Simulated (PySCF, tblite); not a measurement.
Isomers of C5H9NS, one GFN2-xTB conformer each. Single-point energies are computed at PBE0/pcSseg-1 (PySCF, gas phase, no added dispersion term), electronic only.

Question: Rank them by PBE0/pcSseg-1 energy, lowest first (kcal/mol).
A. `[CH2:1]=[CH:2][C:3](=[S:4])[N:5]([CH3:6])[CH3:7]` with C1–C2–C3–S4 -26°, C2–C3–N5–C6 172°
B. `[NH2:1][C@:2]12[CH2:3][C@:4]([SH:5])([CH2:6]1)[CH2:7]2` with H–N1–C2–C3 62° and -60°, C3–C4–S5–H 180°

Answer: A (0.0), B (22.7).

As drawn, the lower has a C=S bond and a C=C bond outside aromatic rings, which the higher lacks; the higher has a four-membered ring, an N–H bond and an S–H bond, which the lower lacks. GFN2-xTB itself gives, in the same order: 0.0, 24.2. Both levels put the same isomer lowest.

Q: Which frontier levels, dipoles and rotational constants go with these structures?

A: 
| SMILES | HOMO (eV, PBE0/pcSseg-1) | LUMO (eV) | dipole (D) | A, B, C (MHz) |
| --- | --- | --- | --- | --- |
| C=CC(=S)N(C)C | -5.74 | -1.54 | 4.72 | 2920, 1949, 1198 |
| N[C@]12C[C@](S)(C1)C2 | -6.69 | 0.74 | 1.73 | 6012, 1349, 1346 |

Q: What happens when harmonic zero-point energies from GFN2-xTB frequencies are added?

A: 
```csv
SMILES,ZPE (kcal/mol),electronic (kcal/mol),with ZPE (kcal/mol)
C=CC(=S)N(C)C,81.1,0.0,0.0
N[C@]12C[C@](S)(C1)C2,81.4,22.7,23.1
```

The zero-point energies span 0.3 kcal/mol. The order is unchanged.
